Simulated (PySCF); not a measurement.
Isomers of CH4N2Si. Isolated molecules, 0 K electronic values unless said otherwise. One relaxed conformer stands for each flexible species; it need not be the lowest. Strings in code marks are SMILES. All members: neutral, multiplicity 1. Level: B3LYP-D3(BJ)/def2-TZVP (PySCF), beside PBE-D3(BJ)/def2-TZVP // B3LYP-D3(BJ)/def2-TZVP (PySCF) at the same geometries. B3LYP has the VWN-RPA correlation part, as in Gaussian.  Orbital energies are measured against the vacuum level.

```csv
species,"LUMO, PBE (eV)","LUMO, B3LYP-D3(BJ) (eV)"
`[H]/N=C\[SiH]=N\[H]` (N–C–Si–N torsion 0°),-3.36,-2.66
`[H]/N=C\N=[SiH2]` (N–C–N–Si torsion 87°),-3.08,-2.46
`[H]/N=[SiH]/N=C` (C–N–Si–N torsion 59°),-2.80,-1.96
`N=C=[SiH]N` (C–Si–N–H torsion 91°),-2.30,-1.77
`N#C[SiH2]N` (C–Si–N–H torsion 74°),-1.67,withheld
`N#CN[SiH3]`,-1.35,-0.76
`N=C=N[SiH3]`,-0.80,-0.07
```

Task: Fit y = a + b·x, y being the LUMO at the first level, to the 6 complete rows by least squares, with x = the PBE value in eV. Give a, b and the rms residual, and predict the withheld value.

Result: Means of the 6 rows: x̄ = -2.2817, ȳ = -1.6133 eV. Σ(x − x̄)² = 5.1325 and Σ(x − x̄)(y − ȳ) = 5.0689, so b = 0.988 and a = ȳ − b·x̄ = 0.641 eV. The rms residual is 0.101 eV. At x = -1.67 the line gives -1.01 eV. The run for `N#C[SiH2]N` (C–Si–N–H torsion 74°) gave -0.99 eV, so the line is off by 0.02 eV, within twice the rms residual.

Codes: PySCF.
